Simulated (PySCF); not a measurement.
C2H10BOPSi.
Structure used (PBE0-D3(BJ)/def2-SVP), in Å, numbered top down from 1:
```xyz
16
C2H10BOPSi angstrom
C     -1.4089   -0.3754    0.8409
B     -0.7773    0.0855   -0.5224
C     -1.3186   -0.4531   -1.8935
P      0.6247    1.3777   -0.4576
Si     2.0603    0.2090    0.8163
O      1.6984    0.5029    2.4204
H     -1.6926   -1.4406    0.8145
H     -2.3584    0.1821    0.9554
H     -0.8048   -0.1822    1.7398
H     -1.1615    0.2179   -2.7507
H     -2.3767   -0.7576   -1.8533
H     -0.7401   -1.3733   -2.1065
H      1.2555    1.2313   -1.7281
H      3.4395    0.6502    0.4364
H      1.9744   -1.2711    0.6729
H      1.5684    1.4299    2.6453
```

Level of theory: core-valence-separated Tamm–Dancoff BHandHLYP/aug-pcX-1 (pcseg-1 on H, def2-SVPD on Si, def2-SVPD on P) in PySCF, non-relativistic, gas phase, PBE0-D3(BJ)/def2-SVP geometry. The energies are unshifted.

(1) Give energies, oscillator strengths and core holes at the B K edge.

(2) Give energies, oscillator strengths and core holes at the C K edge.

(3) Give energies, oscillator strengths and core holes at the O K edge.

Results:

(1) 
| E (eV) | f | core hole on | main final orbital |
| --- | --- | --- | --- |
| 186.22 | 0.0899 | B2 | LUMO (76 %) |
| 190.88 | 0.0069 | B2 | LUMO+1 (60 %) |
| 191.12 | 0.0178 | B2 | spread |
| 191.20 | 0.0053 | B2 | LUMO+2 (36 %) |
| 191.68 | 0.0003 | B2 | LUMO+4 (52 %) |
| 191.90 | 0.0039 | B2 | LUMO+3 (77 %) |
| 191.98 | 0.0020 | B2 | LUMO+5 (72 %) |

The first line with a tenth or more of the strongest one's intensity is at 186.22 eV (f = 0.090), with the hole on B2 (three-coordinate boron). It is also the strongest listed.

(2) 
```csv
E (eV),f,core hole on,main final orbital
283.71,0.0003,C1,LUMO (85 %)
283.79,0.0003,C3,LUMO (85 %)
284.77,0.0064,C3,LUMO+1 (67 %)
284.81,0.0066,C1,LUMO+1 (63 %)
285.57,0.0453,C1/C3,"LUMO+2/LUMO+3 (2 roots, f summed)"
285.63,0.0261,C1,LUMO+3 (33 %)
285.69,0.0282,C3,spread
286.20,0.0069,C1/C3,"spread (2 roots, f summed)"
286.31,0.0039,C3,LUMO+5 (42 %)
```

The first line with a tenth or more of the strongest one's intensity is at 284.77 eV (f = 0.006), with the hole on C3 (sp3 carbon bound to boron). The strongest listed is at 285.57 eV (f = 0.045, sum of 2; C1/C3).

(3) 
| E (eV) | f | core hole on | main final orbital |
| --- | --- | --- | --- |
| 531.86 | 0.0162 | O6 | LUMO+2 (43 %) |
| 533.35 | 0.0278 | O6 | spread |
| 533.69 | 0.0087 | O6 | LUMO (58 %) |
| 534.18 | 0.0090 | O6 | spread |
| 534.41 | 0.0085 | O6 | LUMO+6 (41 %) |
| 534.64 | 0.0007 | O6 | LUMO+1 (30 %) |
| 534.93 | 0.0027 | O6 | LUMO+4 (47 %) |

The first line with a tenth or more of the strongest one's intensity is at 531.86 eV (f = 0.016), with the hole on O6 (silanol oxygen). The strongest listed is at 533.35 eV (f = 0.028; O6).

Roots within 0.03 eV whose holes lie on the same, on equivalent or on shared atoms are summed into one line, and the highest roots are left out, as the search may have cut off their partners. Final orbitals are the ground state's empty Kohn–Sham orbitals.

**Question.** What are the wavelength and the wavenumber of the 186.22 eV line?

**Answer.** λ = 12398.42 eV Å/186.22 eV = 66.579 Å; 1.5020 × 10⁶ cm⁻¹.

Only the lowest roots of each edge were sought.

On one thread, Arm Neoverse V1, shared host, this took 21 s wall.

One conformer stands for the species.
